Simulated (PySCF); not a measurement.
PySCF 2.14 output of an unrestricted PBE calculation on a single atom or ion in ANO-RCC-VTZP (6s5p3d1f, 43 functions), with scalar relativity by spin-free X2C-1e:

```
SCF conv_tol = 1e-09
number electrons alpha = 18  beta = 14
    J. P. Perdew, K. Burke, and M. Ernzerhof.,  Phys. Rev. Lett. 77, 3865 (1996)
    J. P. Perdew, K. Burke, and M. Ernzerhof.,  Phys. Rev. Lett. 78, 1396 (1997)
    J. P. Perdew, K. Burke, and M. Ernzerhof.,  Phys. Rev. Lett. 77, 3865 (1996)
    J. P. Perdew, K. Burke, and M. Ernzerhof.,  Phys. Rev. Lett. 78, 1396 (1997)
cycle= 1 E= -2098.22905763924  delta_E= -0.0134  |g|= 0.161  |ddm|= 0.148
cycle= 2 E= -2098.22539748892  delta_E= 0.00366  |g|= 0.247  |ddm|= 0.0812
cycle= 3 E= -2098.23184304301  delta_E= -0.00645  |g|= 0.00156  |ddm|= 0.0488
cycle= 4 E= -2098.23184337275  delta_E= -3.3e-07  |g|= 0.000158  |ddm|= 0.000531
cycle= 5 E= -2098.23184337766  delta_E= -4.91e-09  |g|= 1.61e-05  |ddm|= 0.000105
cycle= 6 E= -2098.23184337781  delta_E= -1.55e-10  |g|= 3.14e-07  |ddm|= 2.01e-05
converged SCF energy = -2098.23184337781  <S^2> = 6.0014031  2S+1 = 5.0005612
```

The run itself started from symmetry-adapted Hartree-Fock orbitals and held the occupation by maximum overlap, on a logarithmic radial grid, so the iterations belong to that start.

Task: Which element, charge and spin multiplicity is this?

Result: Ge (germanium, neutral), multiplicity 5; the state was [Ar] 3d10 4s1 4p3, high-spin 5S determinant (an excited configuration).
